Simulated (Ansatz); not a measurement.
# Nudged elastic band run: CH8BFGeSi

Input file:

```yaml
crystal:
  periodic: [false, false, false]
  atoms:
    - { symbol: B, position_ang: [-0.282023, 2.036708, -0.1543] }
    - { symbol: C, position_ang: [-1.215061, 0.846413, 0.166947] }
    - { symbol: Si, position_ang: [-0.552808, -0.772719, -0.554939] }
    - { symbol: F, position_ang: [-1.659385, -1.929002, -0.206809] }
    - { symbol: Ge, position_ang: [1.519877, -1.423641, 0.438988] }
    - { symbol: H, position_ang: [0.638029, 2.314224, 0.578547] }
    - { symbol: H, position_ang: [-0.414659, 2.671872, -1.173269] }
    - { symbol: H, position_ang: [-2.218026, 0.936746, -0.286787] }
    - { symbol: H, position_ang: [-1.304136, 0.638133, 1.247401] }
    - { symbol: H, position_ang: [-0.455089, -0.687232, -2.039718] }
    - { symbol: H, position_ang: [1.946438, -2.835502, -0.010585] }
    - { symbol: H, position_ang: [2.622138, -0.42071, 0.032088] }
    - { symbol: H, position_ang: [1.395106, -1.410188, 1.977236] }
basis:
  gaussian: { orbitals: def2-SVP }
hamiltonian:
  xc: b3lyp
  dispersion: d4
neb:
  order_check: false
  images: 9
  f_tol: 0.03
  max_iterations: 60
  initial_path: idpp
  max_displacement: 0.02
  optimiser: fire
  final_atoms:
    - { symbol: B, position_ang: [-0.38653297, 1.99595951, 0.15432958] }
    - { symbol: C, position_ang: [-1.29376251, 0.74377058, 0.14963061] }
    - { symbol: Si, position_ang: [-0.46091301, -0.71720954, -0.7180732] }
    - { symbol: F, position_ang: [-1.50403227, -1.97675123, -0.62982322] }
    - { symbol: Ge, position_ang: [1.57089801, -1.36577735, 0.35957202] }
    - { symbol: H, position_ang: [0.4278043, 2.16135407, 1.03208381] }
    - { symbol: H, position_ang: [-0.43215117, 2.80162128, -0.74455549] }
    - { symbol: H, position_ang: [-2.23786098, 0.88005858, -0.40619058] }
    - { symbol: H, position_ang: [-1.50179514, 0.35705957, 1.16281348] }
    - { symbol: H, position_ang: [-0.25429189, -0.42336911, -2.16428949] }
    - { symbol: H, position_ang: [1.33345902, -1.57309539, 1.86985391] }
    - { symbol: H, position_ang: [2.13729578, -2.67056046, -0.23458202] }
    - { symbol: H, position_ang: [2.62228383, -0.24795849, 0.18403058] }
```

Command:

```bash
$ ansatz run input.yaml --threads 2 --pin off --max-ram 3072MiB --backend cpu --events-out ev --progress --plain --runs-dir out
```

Output, in part (warnings, iteration lines, the closing report on the highest movable image, with atoms numbered from 0):

```
NEB end point (image 0): max|allowed force component| = 1.210e-2 eV/Å (the criterion of neb.relax_end_points is 1.000e-2)
NEB end point (image 10): max|allowed force component| = 9.745e-3 eV/Å (the criterion of neb.relax_end_points is 1.000e-2)
NEB iter   1: max|band force component| = 1.262e0 eV/Å  barrier→ = 0.1567 eV  barrier← = 0.1570 eV  Δτ_max = 0.0200 Å  (288 SCF iters)
NEB iter   2: max|band force component| = 7.884e-1 eV/Å  barrier→ = 0.1261 eV  barrier← = 0.1264 eV  Δτ_max = 0.0130 Å  (267 SCF iters)
NEB iter   3: max|band force component| = 5.357e-1 eV/Å  barrier→ = 0.1102 eV  barrier← = 0.1106 eV  Δτ_max = 0.0200 Å  (238 SCF iters)
NEB iter   4: max|band force component| = 2.879e-1 eV/Å  barrier→ = 0.0910 eV  barrier← = 0.0913 eV  CI = image 5  Δτ_max = 0.0056 Å  (257 SCF iters)
NEB iter   5: max|band force component| = 2.594e-1 eV/Å  barrier→ = 0.0844 eV  barrier← = 0.0847 eV  CI = image 5  Δτ_max = 0.0108 Å  (200 SCF iters)
NEB iter   6: max|band force component| = 2.338e-1 eV/Å  barrier→ = 0.0736 eV  barrier← = 0.0739 eV  CI = image 5  Δτ_max = 0.0153 Å  (207 SCF iters)
NEB iter   7: max|band force component| = 1.994e-1 eV/Å  barrier→ = 0.0621 eV  barrier← = 0.0625 eV  CI = image 5  Δτ_max = 0.0187 Å  (253 SCF iters)
NEB iter   8: max|band force component| = 1.502e-1 eV/Å  barrier→ = 0.0531 eV  barrier← = 0.0534 eV  CI = image 5  Δτ_max = 0.0200 Å  (247 SCF iters)
NEB iter   9: max|band force component| = 9.358e-2 eV/Å  barrier→ = 0.0485 eV  barrier← = 0.0488 eV  CI = image 5  Δτ_max = 0.0016 Å  (248 SCF iters)
NEB iter  10: max|band force component| = 9.149e-2 eV/Å  barrier→ = 0.0479 eV  barrier← = 0.0482 eV  CI = image 5  Δτ_max = 0.0032 Å  (173 SCF iters)
NEB iter  11: max|band force component| = 8.747e-2 eV/Å  barrier→ = 0.0467 eV  barrier← = 0.0470 eV  CI = image 5  Δτ_max = 0.0046 Å  (179 SCF iters)
NEB iter  12: max|band force component| = 8.176e-2 eV/Å  barrier→ = 0.0453 eV  barrier← = 0.0456 eV  CI = image 5  Δτ_max = 0.0059 Å  (180 SCF iters)
NEB iter  13: max|band force component| = 7.444e-2 eV/Å  barrier→ = 0.0438 eV  barrier← = 0.0442 eV  CI = image 5  Δτ_max = 0.0071 Å  (198 SCF iters)
NEB iter  14: max|band force component| = 6.514e-2 eV/Å  barrier→ = 0.0425 eV  barrier← = 0.0429 eV  CI = image 5  Δτ_max = 0.0081 Å  (195 SCF iters)
NEB iter  15: max|band force component| = 5.302e-2 eV/Å  barrier→ = 0.0415 eV  barrier← = 0.0418 eV  CI = image 5  Δτ_max = 0.0098 Å  (196 SCF iters)
NEB iter  16: max|band force component| = 3.547e-2 eV/Å  barrier→ = 0.0408 eV  barrier← = 0.0411 eV  CI = image 5  Δτ_max = 0.0112 Å  (194 SCF iters)
NEB iter  17: max|band force component| = 2.553e-2 eV/Å  barrier→ = 0.0404 eV  barrier← = 0.0408 eV  CI = image 5  Δτ_max = 0.0000 Å  (443 SCF iters)
Total energy: -68946.99988881 eV, -2533.7555119589 hartree
Atom 0 at    -0.743045     1.864869     0.516152 Å, force     0.009196     0.006106    -0.004761 eV/Å
Atom 1 at    -1.400378     0.489233     0.261000 Å, force     0.007131     0.000395    -0.004444 eV/Å
Atom 2 at    -0.324527    -0.605991    -0.844424 Å, force     0.005398    -0.001103     0.000880 eV/Å
Atom 3 at    -1.150948    -2.002465    -1.064824 Å, force    -0.006010     0.006162    -0.014481 eV/Å
Atom 4 at     1.785991    -1.166974     0.144435 Å, force     0.025097    -0.012863     0.008371 eV/Å
Atom 5 at     0.022126     2.019977     1.438239 Å, force    -0.010039     0.008505    -0.003001 eV/Å
Atom 6 at    -0.930846     2.791416    -0.236130 Å, force    -0.003166    -0.004621     0.004431 eV/Å
Atom 7 at    -2.351394     0.552195    -0.296824 Å, force    -0.009427     0.000752     0.012050 eV/Å
Atom 8 at    -1.536814    -0.106799     1.180335 Å, force     0.006072    -0.003396    -0.003895 eV/Å
Atom 9 at    -0.151668     0.016481    -2.187287 Å, force    -0.013509    -0.002033     0.000946 eV/Å
Atom 10 at     1.836730    -2.668278     0.489277 Å, force    -0.010991    -0.016063     0.008103 eV/Å
Atom 11 at     2.945637    -0.856857    -0.824512 Å, force     0.011308     0.008573    -0.014620 eV/Å
Atom 12 at     2.019538    -0.361706     1.439362 Å, force    -0.011061     0.009585     0.010420 eV/Å
Dipole moment:    -0.014782     0.124803     0.066409 e Å
```

The run converged. Another band between the same ends (9 images) ends at a top of the same energy, where a vibrational analysis finds 1 clearly imaginary mode.

Final band (atoms are numbered from 1 in the order of the input):

| image | path coordinate (Å) | energy (kJ/mol) | dihedral F4–Si3–Ge5–H11 (°) |
| --- | --- | --- | --- |
| 0 | 0.00 | 0.0 | 55 |
| 1 | 0.49 | 0.3 | 43 |
| 2 | 0.97 | 1.3 | 31 |
| 3 | 1.46 | 2.6 | 19 |
| 4 | 1.94 | 3.6 | 6 |
| 5 | 2.43 | 3.9 | -6 |
| 6 | 2.91 | 3.5 | -18 |
| 7 | 3.39 | 2.5 | -30 |
| 8 | 3.87 | 1.3 | -42 |
| 9 | 4.35 | 0.4 | -54 |
| 10 | 4.84 | 0.0 | -66 |

Time of the run: 4.2 min on 2 threads of AMD EPYC 9R45 96-Core Processor (Zen 5) (shared host), peak memory 0.41 GiB.
